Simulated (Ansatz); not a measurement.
Cost and result for the atomization energy of CH3BBrFO, SMILES `OCB(F)Br` (8 atoms, 7 bonds).

Charge 0, multiplicity 1. Correlated methods include outer-core shells of Br, which these sets cover unevenly. Scalar relativity is left out up to krypton. The structure was optimised at the PBE0-D4/def2-TZVP level. It is one conformer, not always the lowest. Program: Ansatz. All runs use 4 threads of an Arm Neoverse V2 on a shared host. Times are those of one run each, without the atoms' runs, and a repeat can differ threefold. Electronic energies, without spin–orbit coupling; frozen cores. CCSD(T)/CBS adds CCSD(T) − MP2 in def2-TZVPP to the MP2 limit, and its time is that of the two runs behind it. T1 = 0.011. With those shells the extrapolation isn't a true limit. B3LYP takes the VWN-RPA correlation (the form of Gaussian; ORCA's B3LYP/G).

CCSD(T)/CBS is a level of theory with its own doubt, some kJ/mol a heavy atom from the limit and from the frozen cores, so smaller differences don't rank the functionals.

| level | functions | wall time | atomization (kJ/mol) | difference from CCSD(T)/CBS | per bond |
| --- | --- | --- | --- | --- | --- |
| PBE-D4/def2-TZVPP (with forces) | 214 | 1.9 s | 3213.7 | 95.0 | 13.6 |
| PBE0-D4/def2-TZVPP | 214 | 2.4 s | 3133.7 | 15.0 | 2.2 |
| B3LYP-D4/def2-TZVPP (with forces) | 214 | 3.4 s | 3104.7 | -14.0 | -2.0 |
| r2SCAN-D4/def2-TZVPP (with forces) | 214 | 4.1 s | 3144.8 | 26.1 | 3.7 |
| B2PLYP/def2-TZVPP | 214 | 4.2 s | 3084.6 | -34.1 | -4.9 |
| ωB97X-V/def2-TZVPP | 214 | 6.5 s | 3115.9 | -2.8 | -0.4 |
| ωB97M-V/def2-TZVPP (with forces) | 214 | 9 s | 3125.2 | 6.5 | 0.9 |
| MP2/def2-QZVPP | 407 | 16 s | 3189.4 | 70.7 | 10.1 |
| CCSD(T)/def2-TZVPP | 214 | 2.2 min | 3033.2 | -85.5 | -12.2 |
| CCSD(T)/CBS(def2) | – | 2.5 min | 3118.7 | 0.0 | 0.0 |

From PBE to PBE0 (25 % exact exchange), in def2-TZVPP and without D4, the atomization energy moves by −77.5 kJ/mol: exact exchange takes away binding that semilocal exchange gives to molecules. In def2-TZVPP, CCSD(T) changes the Hartree–Fock value by +771.2 kJ/mol (the triples alone add +54.7 kJ/mol) and MP2 by +877.4 kJ/mol; breaking electron pairs costs correlation energy, which Hartree–Fock lacks. The D4 term adds +25.1 kJ/mol with B3LYP and +13.0 kJ/mol with PBE0; it sums over pairs of atoms, weighted by their polarisabilities, and B3LYP, whose exchange is more repulsive, gets the larger term.
